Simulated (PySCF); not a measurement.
Coordinates in bohr (charge 0 multiplicity 2):
```
Sn    0.0000    0.0000   -0.2143
F     0.0000    0.0000    3.4404
F     3.6562    0.0000   -1.0257
F    -3.6562    0.0000   -1.0257
```

These are results of UPBE0/[Sn def2-SVP with ECP28, F def2-SVP], scalar-relativistic core potentials, density fitting, no spin–orbit coupling, PySCF, not measurements.

This geometry of SnF3 is a stationary point at this level.

(1) What is the point group?

(2) Is it a minimum?

(3) Which band is strongest in the infrared?

(4) What are the dipole moment and the gap between the highest occupied and lowest empty levels of either spin?

(5) Give the atomic charges and bond orders.

## Answers

(1) C2v.

(2) No: it has 1 imaginary mode, at 180i cm⁻¹ (b1).

(3) 561 cm⁻¹ (b2), 77 km/mol.

(4) 1.53 D and 2.97 eV.

(5) 
| atom | Mulliken | Löwdin | polar tensor | spin (Mulliken) | Mayer order to Sn1 |
| --- | --- | --- | --- | --- | --- |
| Sn1 | 1.18 | 0.89 | 1.31 | 0.52 | – |
| F2 | -0.41 | -0.30 | -0.54 | 0.07 | 0.91 |
| F3,4 | -0.38 | -0.29 | -0.38 | 0.21 | 0.89 |

Only a few start shapes were tried, so a lower isomer may exist. At this level a doublet minimum of C3v symmetry lies 61 kJ/mol below this structure. No spin–orbit coupling is included, which matters more the heavier the element.
